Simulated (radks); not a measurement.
Results of a calculation; reference values are marked as such.
Q: The table gives one normalised radial function P(r) = r R(r) (large component) of Mn22+ in [He] 2s1 (r in bohr). Code: a radial shooting solver on a logarithmic mesh with Libxc functionals. Model: Dirac Kohn-Sham, BP86, spin-unpolarised, spherical densities, point nucleus.

r,P
0.003946,0.0112
0.004781,0.0156
0.005793,0.0219
0.007019,0.0307
0.008505,0.0432
0.01022,0.0598
0.01239,0.0838
0.01501,0.1172
0.01819,0.1631
0.02204,0.2255
0.0267,0.3092
0.03235,0.4195
0.0392,0.5616
0.0475,0.7398
0.05755,0.9551
0.06973,1.2033
0.08449,1.4719
0.1024,1.7370
0.124,1.9629
0.1503,2.1050
0.1821,2.1195
0.2189,1.9851
0.2652,1.6914
0.3214,1.2868
0.3894,0.8536
0.4718,0.4799
0.5717,0.2209
0.6927,0.0798
0.8394,0.0215

Which n and l does it have? It may be an empty orbital.

A: n = 2, l = 1: the number of nodes gives n - l - 1 = 0, the rise at small r points to l (for j = l - 1/2 the large component starts as r^gamma with gamma = sqrt(l^2 - (Z/c)^2) = 0.98 and the r^(l+1) term takes over further out; the orbital of l - 1 with the same j starts with the same power, but with a larger coefficient, and does not steepen), and the extent must fit the shell. The curve is that of 2p1/2; the two j differ most near the nucleus, where j = l - 1/2 has the larger amplitude, and in heavy atoms j = l - 1/2 is also the more compact. 2p1/2 (empty): eigenvalue -1789.0 eV, 0 radial nodes, <r> = 0.212 bohr, 90 % of the charge inside 0.341 bohr.
